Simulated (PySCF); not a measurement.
**ScBr: energy against distance**

Set-up: Sc def2-TZVPP, Br def2-TZVPP; no relativity (PySCF 2.14). Energies in eV from Sc (3d1 4s2) + Br in their ground configurations at the same level. State: ³Δ (triplet), unpaired electrons σ ↑, δ ↑.

All columns are PBE. A positive dipole means Sc(−)Br(+).

```json
{"R (Å)": "2.130", "E (eV)": "-3.591", "μ (D)": "-2.62", "Mulliken charge on Sc (basis-dependent)": "0.16", "HOMO (eV)": "-2.75", "LUMO (eV)": "-2.41", "Mayer bond order": "1.52", "⟨S²⟩": "2.00"}
{"R (Å)": "2.229", "E (eV)": "-4.065", "μ (D)": "-2.92", "Mulliken charge on Sc (basis-dependent)": "0.19", "HOMO (eV)": "-2.93", "LUMO (eV)": "-2.49", "Mayer bond order": "1.44", "⟨S²⟩": "2.00"}
{"R (Å)": "2.328", "E (eV)": "-4.314", "μ (D)": "-3.28", "Mulliken charge on Sc (basis-dependent)": "0.22", "HOMO (eV)": "-3.11", "LUMO (eV)": "-2.57", "Mayer bond order": "1.37", "⟨S²⟩": "2.00"}
{"R (Å)": "2.403", "E (eV)": "-4.394", "μ (D)": "-3.57", "Mulliken charge on Sc (basis-dependent)": "0.24", "HOMO (eV)": "-3.25", "LUMO (eV)": "-2.65", "Mayer bond order": "1.33", "⟨S²⟩": "2.00"}
{"R (Å)": "2.477", "E (eV)": "-4.408", "μ (D)": "-3.88", "Mulliken charge on Sc (basis-dependent)": "0.26", "HOMO (eV)": "-3.38", "LUMO (eV)": "-2.79", "Mayer bond order": "1.28", "⟨S²⟩": "2.00"}
{"R (Å)": "2.551", "E (eV)": "-4.372", "μ (D)": "-4.21", "Mulliken charge on Sc (basis-dependent)": "0.28", "HOMO (eV)": "-3.51", "LUMO (eV)": "-2.92", "Mayer bond order": "1.24", "⟨S²⟩": "2.00"}
{"R (Å)": "2.650", "E (eV)": "-4.268", "μ (D)": "-4.68", "Mulliken charge on Sc (basis-dependent)": "0.31", "HOMO (eV)": "-3.67", "LUMO (eV)": "-3.08", "Mayer bond order": "1.19", "⟨S²⟩": "2.00"}
{"R (Å)": "2.774", "E (eV)": "-4.079", "μ (D)": "-5.28", "Mulliken charge on Sc (basis-dependent)": "0.35", "HOMO (eV)": "-3.85", "LUMO (eV)": "-3.28", "Mayer bond order": "1.13", "⟨S²⟩": "2.00"}
{"R (Å)": "2.923", "E (eV)": "-3.804", "μ (D)": "-6.02", "Mulliken charge on Sc (basis-dependent)": "0.39", "HOMO (eV)": "-4.06", "LUMO (eV)": "-3.49", "Mayer bond order": "1.06", "⟨S²⟩": "2.00"}
{"R (Å)": "3.121", "E (eV)": "-3.411", "μ (D)": "-7.00", "Mulliken charge on Sc (basis-dependent)": "0.44", "HOMO (eV)": "-4.29", "LUMO (eV)": "-3.73", "Mayer bond order": "0.98", "⟨S²⟩": "2.00"}
```

A fit through these points gives, at Re = 2.458 Å, μ = -3.80 D and dμ/dR = -4.29 D/Å; the reduced mass is 28.64 u.

Problem. How strong is the fundamental in the double-harmonic approximation, I = 42.26·(dμ/dR)²/μred km/mol?

Solution. I = 42.26·(-4.29)²/28.64 = 27.2 km/mol at PBE.

The metal atom is held in its measured ground configuration; semilocal functionals can put another filling of s and d lower by some tenths of an eV, and De to that atom would be smaller. Spin–orbit coupling is left out. With d or f electrons several states lie close, and the lowest PBE0 determinant need not be the measured ground state.
